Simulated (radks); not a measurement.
Task: All-electron atom: the zirconium ion Zr+ in [Kr] 4d1 5s1 5p1 (not the ground configuration). All-electron calculation, Dirac Kohn-Sham, LDA (Slater exchange, Perdew-Wang correlation), spin-unpolarised, spherical densities, point nucleus; open shells are shared between the two j in proportion to 2j + 1. Program: a radial shooting solver on a logarithmic mesh with Libxc functionals. Some entries of the table are withheld. Estimate them.

| orbital | occ. | eigenvalue (eV) | <r> (bohr) |
|---|---|---|---|
| 1s1/2 | 2 | -17802.49 | 0.03711 |
| 2s1/2 | 2 | -2476.717 | 0.1625 |
| 2p1/2 | 2 | (1) | 0.1388 |
| 2p3/2 | 4 | (2) | 0.1431 |
| 3s1/2 | 2 | -414.7776 | 0.4592 |
| 3p1/2 | 2 | -337.7374 | 0.4555 |
| 3p3/2 | 4 | -324.0691 | 0.4661 |
| 3d3/2 | 4 | -187.7075 | 0.4507 |
| 3d5/2 | 6 | -185.2076 | 0.4542 |
| 4s1/2 | 2 | -65.4765 | 1.205 |
| 4p1/2 | 2 | -44.5214 | 1.331 |
| 4p3/2 | 4 | -42.6721 | 1.362 |
| 4d3/2 | 0.4 | -13.3304 | 1.979 |
| 4d5/2 | 0.6 | -13.1657 | 1.995 |
| 5s1/2 | 1 | -11.8830 | 3.242 |
| 5p1/2 | 0.333333 | (3) | 3.916 |
| 5p3/2 | 0.666667 | (4) | 3.989 |

Result: 
(1) 2p1/2 eigenvalue (eV): -2269.840
(2) 2p3/2 eigenvalue (eV): -2184.138
(3) 5p1/2 eigenvalue (eV): -7.8480
(4) 5p3/2 eigenvalue (eV): -7.6446
